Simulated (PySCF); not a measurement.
Geometry:
| atom | x (Å) | y (Å) | z (Å) |
| --- | --- | --- | --- |
| C1 | -3.209 | -0.195 | 0.014 |
| C2 | -1.767 | -0.594 | -0.253 |
| C3 | -0.796 | 0.570 | -0.122 |
| C4 | 0.635 | 0.178 | -0.376 |
| O5 | 1.487 | 1.277 | -0.232 |
| C6 | 2.760 | 0.744 | 0.022 |
| C7 | 2.468 | -0.641 | 0.643 |
| O8 | 1.070 | -0.758 | 0.570 |
| H9 | -3.891 | -1.052 | -0.085 |
| H10 | -3.547 | 0.584 | -0.689 |
| H11 | -3.328 | 0.209 | 1.032 |
| H12 | -1.457 | -1.388 | 0.446 |
| H13 | -1.681 | -1.029 | -1.264 |
| H14 | -1.055 | 1.377 | -0.827 |
| H15 | -0.836 | 1.000 | 0.892 |
| H16 | 0.752 | -0.252 | -1.401 |
| H17 | 3.348 | 0.647 | -0.911 |
| H18 | 3.299 | 1.423 | 0.699 |
| H19 | 2.774 | -0.716 | 1.698 |
| H20 | 2.970 | -1.449 | 0.079 |

Geometry: PBE0-D3(BJ)/def2-SVP; GIAO absolute shieldings from PySCF, gas phase, non-relativistic, averaged over equivalent atoms.

At PBE0/pcSseg-1 (196 basis functions, 29 s wall time on 1 thread of an Arm Neoverse V1, shared host):
| atoms | σ (ppm) |
| --- | --- |
| C4 | 78.2 |
| C6/C7 | 118.9 |
| C3 | 145.5 |
| C2 | 163.2 |
| C1 | 168.0 |
| O5/O8 | 241.8 |
| H16 | 26.95 |
| H18/H19 | 27.40 |
| H17/H20 | 27.63 |
| H14/H15 | 29.87 |
| H12/H13 | 29.97 |
| H9/H10/H11 | 30.27 |

Q: What do these become at KT3/pcSseg-1?

A: 
```
     atoms  σ at KT3/pcSseg-1  change
        C4               77.4    -0.8
     C6/C7              116.5    -2.4
        C3              143.4    -2.1
        C2              158.6    -4.6
        C1              164.8    -3.2
     O5/O8              224.4   -17.4
       H16              26.83   -0.12
   H18/H19              27.43   +0.03
   H17/H20              27.64   +0.01
   H14/H15              29.90   +0.03
   H12/H13              29.95   -0.02
H9/H10/H11              30.30   +0.03
```

The largest change is at O5/O8 (ether oxygen). Cost: 196 basis functions, 44 s wall time on 1 thread of an Arm Neoverse V1, shared host. The order of the carbon signals is the same at both levels.
